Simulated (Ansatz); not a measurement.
Program: Ansatz. Geometries: PBE0-D4/def2-TZVP. ΔE: electronic, gas phase. CCSD(T)/CBS adds triple-zeta CCSD(T) − MP2 to the extrapolated MP2 energy (def2 sets, frozen cores). Functionals use def2-TZVPP. B3LYP here is the variant with VWN-RPA as its local correlation; programs differ in this. Elements past krypton have def2 core potentials. For Br, I outer-core shells are correlated without core-valence functions, which leaves a few kJ/mol of doubt a bond. Scalar relativity is left out up to krypton.

Consider the ligand exchange at the Si–I bond: `C[Si](C)(F)I` + HBr → `C[Si](C)(F)Br` + HI.

```tsv
level	ΔE (kJ/mol)
PBE-D4	-10.4
B3LYP	-16.0
MP2/def2-TZVPP	-10.7
CCSD/CBS(def2)	-12.9
```

(1) What does CCSD(T)/CBS give? (Best estimate.)

Largest T1 diagnostic among the species: 0.009.

## Answers

(1) The calculation gave: -11.6 kJ/mol. The listed levels differ from it by 1.2, -4.4, 0.9, -1.3 kJ/mol.

In def2-TZVPP, CCSD(T) changes the Hartree–Fock value by +4.2 kJ/mol (the triples alone add +1.2 kJ/mol) and MP2 by +8.4 kJ/mol.
